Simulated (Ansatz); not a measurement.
Geometry optimisation, RKS PBE-D4/def2-SVP in Ansatz.

input.yaml

```yaml
crystal:
  periodic: [false, false, false]
  atoms:
    - { symbol: Al, position_ang: [-0.380749, 0.858082, 0.054034] }
    - { symbol: H, position_ang: [0.851225, 1.322189, 0.870416] }
    - { symbol: C, position_ang: [-0.245892, -0.115077, -1.63517] }
    - { symbol: O, position_ang: [-1.962357, 1.284577, 0.596823] }
    - { symbol: H, position_ang: [1.399586, -0.302268, 1.744602] }
    - { symbol: Se, position_ang: [1.251384, -1.75696, 2.106392] }
    - { symbol: H, position_ang: [0.579369, -0.856747, -1.623946] }
    - { symbol: H, position_ang: [-0.047721, 0.579023, -2.480732] }
    - { symbol: H, position_ang: [-1.190325, -0.651458, -1.861379] }
    - { symbol: H, position_ang: [-2.139121, 1.788824, 1.406378] }
    - { symbol: H, position_ang: [1.884501, -2.150085, 0.822581] }
basis:
  gaussian: { orbitals: def2-SVP }
hamiltonian:
  xc: pbe
  dispersion: d4
relax:
  f_tol: 0.03
  max_steps: 50
output:
  orbitals: {}
```

Command:

```bash
$ ansatz run input.yaml --threads 2 --pin off --max-ram 3072MiB --backend cpu --events-out ev --progress --plain --runs-dir out
```

Task: Where does it end, and by what steps?

Result: The forces met the threshold. The force dipped under the threshold on the way, but the program's further checks kept it going. After 25 steps the energy has fallen by 0.321 eV; H5 moved furthest, 0.99 Å. Joined: Al1–Se6.

```tsv
step	energy less start (eV)	largest force component (eV/Å)	accepted
0	0.0000	0.655	yes
1	-0.0582	0.195	yes
2	-0.1135	0.529	yes
3	-0.1512	0.745	yes
4	-0.1910	0.750	yes
5	-0.2412	0.577	yes
6	-0.2814	0.331	yes
7	-0.2897	0.157	yes
8	-0.3028	0.174	yes
9	-0.3057	0.119	yes
10	-0.3071	0.191	yes
11	-0.3099	0.081	yes
12	-0.3109	0.025	yes
13	-0.3114	0.019	yes
14	-0.3119	0.050	yes
15	-0.3124	0.034	yes
16	-0.3078	0.501	no
17	-0.3121	0.209	no
18	-0.3131	0.018	yes
19	-0.3143	0.097	yes
20	-0.3136	0.270	no
21	-0.3158	0.045	yes
22	-0.3172	0.093	yes
23	-0.3176	0.252	yes
24	-0.3193	0.157	yes
25	-0.3213	0.017	yes
```

```xyz
11
Properties=species:S:1:pos:R:3
Al -0.192 0.763 0.063
H 1.027 1.723 0.506
C -0.231 -0.194 -1.657
O -1.748 1.029 0.801
H 1.282 -0.769 2.610
Se 0.594 -1.484 1.504
H 0.753 -0.620 -1.949
H -0.529 0.501 -2.472
H -0.974 -1.020 -1.655
H -1.862 1.724 1.468
H 1.880 -1.653 0.780
```

Run time: 67 s on 2 threads of Arm Neoverse V2 (shared host), peak memory 0.15 GiB.
